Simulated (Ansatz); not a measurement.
The same ligand exchange along the group Si, Ge, Sn.

Calculated with Ansatz (gas phase, PBE0-D4/def2-TZVP geometries, no zero-point term in ΔE). CBS: MP2 limit from def2 TZ/QZ plus the TZ coupled-cluster correction, frozen cores. This one scheme is used for every species. Functionals use def2-TZVPP. B3LYP here is the variant with VWN-RPA as its local correlation; programs differ in this. def2 core potentials past Kr. For Br, Ge, Sn outer-core shells are correlated without core-valence functions, which leaves a few kJ/mol of doubt a bond. Scalar relativity is left out up to krypton. One conformer a species, not always the lowest.

| reaction | HF/CBS(def2) (kcal/mol) | B3LYP-D4 (kcal/mol) |
| --- | --- | --- |
| `O[Si]Br` + H₂S → `O[Si]S` + HBr | 13.8 | 12.0 |
| `[OH][Ge][Br]` + H₂S → `[OH][Ge][SH]` + HBr | 12.8 | 10.9 |
| `[OH][Sn][Br]` + H₂S → `[OH][Sn][SH]` + HBr | 14.6 | 11.6 |

Q: Give the CCSD(T)/CBS values in the same order. (Estimate.)

A: The calculation gave: 11.9, 10.2, 11.9 kcal/mol.

Largest T1 diagnostic: 0.017, for `[OH][Sn][SH]`.
